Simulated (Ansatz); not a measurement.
Consider the formal exchange of groups at the Si–N bond: `F/C=N/[SiH3]` + `CB(C)C` → `CB(C)C[SiH3]` + `N=CF`.

Isolated molecules relaxed with PBE0-D4/def2-TZVP in Ansatz; ΔE leaves out vibrations. CBS: MP2 limit from def2 TZ/QZ plus the TZ coupled-cluster correction, frozen cores. This one scheme is used for every species. Functionals use def2-TZVPP. B3LYP here is the variant with VWN-RPA as its local correlation; programs differ in this. HSE06 is defined as in plane-wave codes. One conformer a species, not always the lowest.

`F/C=N/[SiH3]`:

```xyz
8

F    -2.353   -1.065   -0.893
C    -1.260   -0.332   -0.664
N    -0.436   -0.659    0.194
Si    1.017    0.206    0.584
H    -1.261    0.532   -1.337
H     2.165   -0.703    0.360
H     1.181    1.429   -0.255
H     0.949    0.593    2.013
```

`CB(C)C`:

Z-matrix (Å, degrees):
```
C
B 1 1.569
H 1 1.092 2 115.0
H 1 1.094 2 113.3 3 -126.8
H 1 1.101 2 106.5 3 117.9
C 2 1.568 1 119.6 3 158.5
C 2 1.568 1 120.6 3 -23.6
H 6 1.101 2 105.8 1 -93.9
H 6 1.093 2 114.1 1 150.3
H 6 1.093 2 114.6 1 22.8
H 7 1.101 2 106.3 1 -84.1
H 7 1.093 2 114.2 1 159.4
H 7 1.093 2 114.2 1 32.3
```

`CB(C)C[SiH3]`:

Cartesian coordinates in Å:
```
C -1.410 1.132 0.466
B -0.455 -0.113 0.466
C 0.197 -0.588 1.812
C -0.115 -0.854 -0.861
Si 1.300 0.050 -1.711
H -0.794 2.032 0.606
H -2.092 1.121 1.322
H -1.990 1.275 -0.448
H 0.288 0.197 2.567
H 1.165 -1.082 1.688
H -0.478 -1.345 2.236
H -0.936 -0.850 -1.585
H 0.237 -1.881 -0.714
H 2.494 0.111 -0.825
H 1.687 -0.648 -2.966
H 0.904 1.443 -2.052
```

`N=CF`:

```xyz
5

N    -0.899   -0.149   -0.287
C     0.219    0.198    0.128
F     0.399    1.421    0.614
H    -0.873   -1.106   -0.624
H     1.154   -0.364    0.168
```

Task: Is it downhill or uphill in electronic energy at CCSD(T)/CBS, and by how much? (Best estimate.)

Result: The calculation gave: Uphill: ΔE = +7.9 kcal/mol.

Task: What do these levels give: B3LYP-D4, r2SCANh-D4, ωB97X-V, BLYP, PBE0, HSE06, CAM-B3LYP, RPA@PBE/def2-TZVPP, HF/def2-SVP, MP2/def2-SVP, CCSD(T)/def2-TZVPP, MP2/def2-QZVPP? (Estimate.)

Result: Computed: B3LYP-D4 9.0, r2SCANh-D4 8.3, ωB97X-V 8.4, BLYP 10.7, PBE0 8.1, HSE06 8.1, CAM-B3LYP 10.5, RPA@PBE/def2-TZVPP 7.3, HF/def2-SVP 10.6, MP2/def2-SVP 7.2, CCSD(T)/def2-TZVPP 7.6, MP2/def2-QZVPP 8.5 kcal/mol.

Largest T1 diagnostic among the species: 0.014.

At CCSD(T), def2-SVP lies −1.5 kcal/mol from the extrapolated value and def2-TZVPP −0.3 kcal/mol. Leaving LDA and LC-ωPBE aside and taking each functional with its dispersion term where it has one, the values, not all of them listed here, spread over 3.4 kcal/mol, from revPBE-D4 to B2PLYP. LDA lies −0.8 kcal/mol from PBE without D4.
